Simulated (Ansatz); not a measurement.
**C2H6Cl2Si (dichlorodimethylsilane): the electronic atomisation energy, rung by rung**

C2H6Cl2Si has 11 atoms, charge 0, and is taken as a singlet. SMILES: `C[Si](C)(Cl)Cl`. Geometry: relaxed at PBE0-D4/def2-TZVP.

Quantity: the electronic atomisation energy, in eV. The values are calculated. Electronic energies at fixed atoms, without zero-point motion or spin-orbit coupling.

| level | kind | program | value (eV) | less CCSD(T)/def2-SVP | CPU time (all runs) |
| --- | --- | --- | --- | --- | --- |
| BLYP/def2-SVP | GGA | Ansatz | 40.71 | +1.08 | 16 s |
| r2SCAN/def2-SVP | meta-GGA | Ansatz | 42.08 | +2.45 | 36 s |
| PBE0/def2-SVP | global hybrid | Ansatz | 41.91 | +2.28 | 19 s |
| wB97X/def2-SVP | range-separated hybrid | Ansatz | 41.92 | +2.29 | 60 s |
| B2PLYP/def2-SVP | double hybrid | Ansatz | 40.90 | +1.27 | 26 s |
| PBE-QIDH/def2-SVP | double hybrid | Ansatz | 41.46 | +1.83 | 25 s |
| RPA@PBE/def2-SVP | RPA | Ansatz | 37.85 | -1.78 | 26 s |
| MP2/def2-SVP | perturbation theory | Ansatz | 40.05 | +0.42 | 9.3 s |
| CCSD(T)/def2-SVP | coupled cluster or CI | Ansatz | 39.63 | 0.00 | 66 s |

CCSD(T)/def2-SVP is the highest level here, not the true value. The values span 37.85 to 42.08 eV. CPU times are rough (shared hosts, several kinds of processor and program).
